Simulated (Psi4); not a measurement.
Input file for Psi4: SAPT0/jun-cc-pV(D+d)Z on F2H2 (a complex).

```
memory 8100 MB

molecule dimer {
0 1
F    -0.08442001    0.71660412   -0.14915627
H    -0.04780698    0.55089004    0.76703706
--
0 1
F     0.35562060   -0.06591270    2.41515357
H     1.03050002   -0.70268428    2.41247100
units angstrom
symmetry c1
no_reorient
no_com
}

set {
  basis jun-cc-pV(D+d)Z
  scf_type df
  freeze_core true
}

energy('sapt0')
```

The log:

```
[...]
==> Input File <==

--------------------------------------------------------------------------
memory 8100 MB

molecule dimer {
0 1
F    -0.08442001    0.71660412   -0.14915627
H    -0.04780698    0.55089004    0.76703706
--
0 1
F     0.35562060   -0.06591270    2.41515357
H     1.03050002   -0.70268428    2.41247100
units angstrom
symmetry c1
no_reorient
no_com
}

set {
  basis jun-cc-pV(D+d)Z
  scf_type df
  freeze_core true
}

energy('sapt0')
--------------------------------------------------------------------------


   => Loading Basis Set <=

    Name: JUN-CC-PV(D+D)Z
    Role: ORBITAL
    Keyword: BASIS
    atoms 1, 3 entry F          line   290 file jun-cc-pv_dpd_z.gbs
    atoms 2, 4 entry H          line    60 file jun-cc-pv_dpd_z.gbs

   => Loading Basis Set <=

    Name: JUN-CC-PV(D+D)Z
    Role: ORBITAL
    Keyword: BASIS
    atoms 1, 3 entry F          line   290 file jun-cc-pv_dpd_z.gbs
    atoms 2, 4 entry H          line    60 file jun-cc-pv_dpd_z.gbs


  //>>>>>>>>>>>>>>>>>>>>>>>>>>>>>>>>>>>//
  //              Dimer HF             //
  //<<<<<<<<<<<<<<<<<<<<<<<<<<<<<<<<<<<//

   => Libint2 <=

    Primary   basis highest AM E, G, H:  7, 6, 3
    Auxiliary basis highest AM E, G, H:  7, 7, 4
    Onebody   basis highest AM E, G, H:  -, -, -
    Solid Harmonics ordering:            Gaussian


   => Loading Basis Set <=

    Name: JUN-CC-PV(D+D)Z
    Role: ORBITAL
    Keyword: BASIS
    atoms 1, 3 entry F          line   290 file jun-cc-pv_dpd_z.gbs
    atoms 2, 4 entry H          line    60 file jun-cc-pv_dpd_z.gbs


         ---------------------------------------------------------
                                   SCF
               by Justin Turney, Rob Parrish, Andy Simmonett
                          and Daniel G. A. Smith
                              RHF Reference
                        4 Threads,   7724 MiB Core
         ---------------------------------------------------------

  ==> Geometry <==

    Molecular point group: c1
    Full point group: C1

    Geometry (in Angstrom), charge = 0, multiplicity = 1:

       Center              X                  Y                   Z               Mass
    ------------   -----------------  -----------------  -----------------  -----------------
         F           -0.084420010000     0.716604120000    -0.149156270000    18.998403162730
         H           -0.047806980000     0.550890040000     0.767037060000     1.007825032230
         F            0.355620600000    -0.065912700000     2.415153570000    18.998403162730
         H            1.030500020000    -0.702684280000     2.412471000000     1.007825032230

  Running in c1 symmetry.

  Rotational constants: A =      1.56586  B =      0.13871  C =      0.12810 [cm^-1]
  Rotational constants: A =  46943.23349  B =   4158.29037  C =   3840.24175 [MHz]
  Nuclear repulsion =   30.405223985271775

  Charge       = 0
  Multiplicity = 1
  Electrons    = 20
  Nalpha       = 10
  Nbeta        = 10

  ==> Algorithm <==

  SCF Algorithm Type is DF.
  DIIS enabled.
  MOM disabled.
  Fractional occupation disabled.
  Guess Type is SAD.
  Energy threshold   = 1.00e-08
  Density threshold  = 1.00e-08
  Integral threshold = 1.00e-12

  ==> Primary Basis <==

  Basis Set: JUN-CC-PV(D+D)Z
    Blend: JUN-CC-PV(D+D)Z
    Number of shells: 22
    Number of basis functions: 46
    Number of Cartesian functions: 48
    Spherical Harmonics?: true
    Max angular momentum: 2

   => Loading Basis Set <=

    Name: (JUN-CC-PV(D+D)Z AUX)
    Role: JKFIT
    Keyword: DF_BASIS_SCF
    atoms 1, 3 entry F          line   314 file jun-cc-pvdz-jkfit.gbs
    atoms 2, 4 entry H          line    70 file jun-cc-pvdz-jkfit.gbs

  ==> Integral Setup <==

  DFHelper Memory: AOs need 0.004 GiB; user supplied 5.658 GiB.
  SCF_SUBTYPE=INCORE selected. In-core MEM_DF algorithm will be used.
  Using in-core AOs.

  ==> MemDFJK: Density-Fitted J/K Matrices <==

    J tasked:                   Yes
    K tasked:                   Yes
    wK tasked:                   No
    OpenMP threads:               4
    Algorithm:                 Core
    Schwarz Cutoff:           1E-12
    Mask sparsity (%):       0.0000
    Fitting Condition:        1E-10

   => Auxiliary Basis Set <=

  Basis Set: (JUN-CC-PV(D+D)Z AUX)
    Blend: JUN-CC-PVDZ-JKFIT
    Number of shells: 72
    Number of basis functions: 204
    Number of Cartesian functions: 232
    Spherical Harmonics?: true
    Max angular momentum: 3

  Minimum eigenvalue in the overlap matrix is 7.5770002064E-03.
  Reciprocal condition number of the overlap matrix is 1.7146641466E-03.
    Using symmetric orthogonalization.

  ==> Pre-Iterations <==

  SCF Guess: Superposition of Atomic Densities via on-the-fly atomic UHF (no occupation information).

   -------------------------
    Irrep   Nso     Nmo
   -------------------------
     A         46      46
   -------------------------
    Total      46      46
   -------------------------

  ==> Iterations <==

                    
[...]
35A      4.244233
      36A      4.246345    37A      5.047908    38A      5.751898
      39A      5.751907    40A      6.035569    41A      6.044680
      42A      6.721591    43A      7.093095    44A      7.095067
      45A      8.017587    46A     42.867873

    Final Occupation by Irrep:
              A
    DOCC [     5 ]
    NA   [     5 ]
    NB   [     5 ]

  @DF-RHF Final Energy:  -100.03038845863875

   => Energetics <=

    Nuclear Repulsion Energy =              5.1328114896736263
    One-Electron Energy =                -150.3645080883094920
    Two-Electron Energy =                  45.2013081399971099
    Total Energy =                       -100.0303884586387539

Computation Completed


Properties will be evaluated at   0.000000,   0.000000,   0.000000 [a0]

Properties computed using the SCF density matrix


 Multipole Moments:

 ------------------------------------------------------------------------------------
     Multipole            Electronic (a.u.)      Nuclear  (a.u.)        Total (a.u.)
 ------------------------------------------------------------------------------------

 L = 1.  Multiply by 2.5417464519 to convert [e a0] to [Debye]
 Dipole X            :         -7.4097141            7.9955927            0.5858786
 Dipole Y            :          1.8973418           -2.4488934           -0.5515516
 Dipole Z            :        -45.6457427           45.6347187           -0.0110241
 Magnitude           :                                                    0.8047263

 ------------------------------------------------------------------------------------

  Constructing Basis Sets for SAPT...

   => Loading Basis Set <=

    Name: (JUN-CC-PV(D+D)Z AUX)
    Role: RIFIT
    Keyword: DF_BASIS_SAPT
    atoms 1, 3 entry F          line   232 file jun-cc-pvdz-ri.gbs
    atoms 2, 4 entry H          line    30 file jun-cc-pvdz-ri.gbs

   => Loading Basis Set <=

    Name: (JUN-CC-PV(D+D)Z AUX)
    Role: JKFIT
    Keyword: DF_BASIS_ELST
    atoms 1, 3 entry F          line   314 file jun-cc-pvdz-jkfit.gbs
    atoms 2, 4 entry H          line    70 file jun-cc-pvdz-jkfit.gbs


  //>>>>>>>>>>>>>>>>>>>>>>>>>>>>>>>>>>>//
  //               SAPT0               //
  //<<<<<<<<<<<<<<<<<<<<<<<<<<<<<<<<<<<//



        SAPT0
    Ed Hohenstein
     6 June 2009

      Orbital Information
  --------------------------
    NSO        =        46
    NMO        =        46
    NRI        =       158
    NRI (Elst) =       204
    NOCC A     =         5
    NOCC B     =         5
    FOCC A     =         1
    FOCC B     =         1
    NVIR A     =        41
    NVIR B     =        41

    Elst10,r            =    -0.011938532538 [Eh]
    Exch10              =     0.009286156547 [Eh]
    Exch10 (S^2)        =     0.009240610622 [Eh]

    Maxiter = 50
    CPHF R converge = 1.000000E-08

    Iter     Energy [mEh]          dE [mEh]         Residual      Time [s]
       1      -1.15313574       1.153135744     4.307819e-03             0
       2      -1.30868537       0.155549624     1.099261e-03             0
       3      -1.31507650       0.006391130     3.204715e-04             0
       4      -1.31127104      -0.003805453     9.577929e-05             0
       5      -1.31147402       0.000202979     1.940920e-05             0
       6      -1.31162437       0.000150347     3.439783e-06             0
       7      -1.31158841      -0.000035961     7.893155e-07             0
       8      -1.31159410       0.000005688     8.551400e-08             0
       9      -1.31159376      -0.000000335     1.257758e-08             0
      10      -1.31159377       0.000000007     2.473889e-09             0

    CHF Iterations converged

    Maxiter = 50
    CPHF R converge = 1.000000E-08

    Iter     Energy [mEh]          dE [mEh]         Residual      Time [s]
       1      -2.42950146       2.429501458     1.024875e-02             0
       2      -3.03772422       0.608222759     3.607514e-03             0
       3      -3.09174096       0.054016739     8.947012e-04             0
       4      -3.08127073      -0.010470225     1.963745e-04             0
       5      -3.07924656      -0.002024167     3.055679e-05             0
       6      -3.07978788       0.000541312     4.564812e-06             0
       7      -3.07974088      -0.000046998     8.549120e-07             0
       8      -3.07974188       0.000001006     1.994983e-07             0
       9      -3.07974275       0.000000871     4.856288e-08             0
      10      -3.07974244      -0.000000317     7.341166e-09             0

    CHF Iterations converged

    Ind20,r (A<-B)      =    -0.001311593769 [Eh]
    Ind20,r (B<-A)      =    -0.003079742437 [Eh]
    Ind20,r             =    -0.004391336206 [Eh]
    Exch-Ind20,r (A<-B) =     0.001136462021 [Eh]
    Exch-Ind20,r (B<-A) =     0.001109586466 [Eh]
    Exch-Ind20,r        =     0.002246048487 [Eh]
    Disp20              =    -0.001724635146 [Eh]
    Disp20 (SS)         =    -0.000862317573 [Eh]
    Disp20 (OS)         =    -0.000862317573 [Eh]
    Exch-Disp20         =     0.000332357265 [Eh]
    Exch-Disp20 (SS)    =     0.000192049944 [Eh]
    Exch-Disp20 (OS)    =     0.000140307322 [Eh]

    SAPT Results
  --------------------------------------------------------------------------------------------------------
    Electrostatics                -11.93853254 [mEh]      -7.49154227 [kcal/mol]     -31.34461286 [kJ/mol]
      Elst10,r                    -11.93853254 [mEh]      -7.49154227 [kcal/mol]     -31.34461286 [kJ/mol]

    Exchange                        9.28615655 [mEh]       5.82715121 [kcal/mol]      24.38080066 [kJ/mol]
      Exch10                        9.28615655 [mEh]       5.82715121 [kcal/mol]      24.38080066 [kJ/mol]
      Exch10(S^2)                   9.24061062 [mEh]       5.79857071 [kcal/mol]      24.26121985 [kJ/mol]

    Induction                      -3.34322842 [mEh]      -2.09790750 [kcal/mol]      -8.77764500 [kJ/mol]
      Ind20,r                      -4.39133621 [mEh]      -2.75560507 [kcal/mol]     -11.52945162 [kJ/mol]
      Exch-Ind20,r                  2.24604849 [mEh]       1.40941670 [kcal/mol]       5.89699949 [kJ/mol]
      delta HF,r (2)               -1.19794070 [mEh]      -0.75171914 [kcal/mol]      -3.14519286 [kJ/mol]

    Dispersion                     -1.39227788 [mEh]      -0.87366756 [kcal/mol]      -3.65542507 [kJ/mol]
      Disp20                       -1.72463515 [mEh]      -1.08222489 [kcal/mol]      -4.52802895 [kJ/mol]
      Exch-Disp20                   0.33235727 [mEh]       0.20855733 [kcal/mol]       0.87260388 [kJ/mol]
      Disp20 (SS)                  -0.86231757 [mEh]      -0.54111245 [kcal/mol]      -2.26401448 [kJ/mol]
      Disp20 (OS)                  -0.86231757 [mEh]      -0.54111245 [kcal/mol]      -2.26401448 [kJ/mol]
      Exch-Disp20 (SS)              0.19204994 [mEh]       0.12051316 [kcal/mol]       0.50422706 [kJ/mol]
      Exch-Disp20 (OS)              0.14030732 [mEh]       0.08804417 [kcal/mol]       0.36837682 [kJ/mol]

  Total HF                         -5.99560441 [mEh]      -3.76229857 [kcal/mol]     -15.74145720 [kJ/mol]
  Total SAPT0                      -7.38788229 [mEh]      -4.63596613 [kcal/mol]     -19.39688227 [kJ/mol]

  Special recipe for scaled SAPT0 (see Manual):
    Electrostatics sSAPT0         -11.93853254 [mEh]      -7.49154227 [kcal/mol]     -31.34461286 [kJ/mol]
    Exchange sSAPT0                 9.28615655 [mEh]       5.82715121 [kcal/mol]      24.38080066 [kJ/mol]
    Induction sSAPT0               -3.30985289 [mEh]      -2.07696405 [kcal/mol]      -8.69001758 [kJ/mol]
    Dispersion sSAPT0              -1.38733916 [mEh]      -0.87056847 [kcal/mol]      -3.64245847 [kJ/mol]
  Total sSAPT0                     -7.34956805 [mEh]      -4.61192358 [kcal/mol]     -19.29628825 [kJ/mol]
  --------------------------------------------------------------------------------------------------------



*** Psi4 exiting successfully. Buy a developer a beer!
```

The run finished.

Cost: around 8 core-seconds (rough).
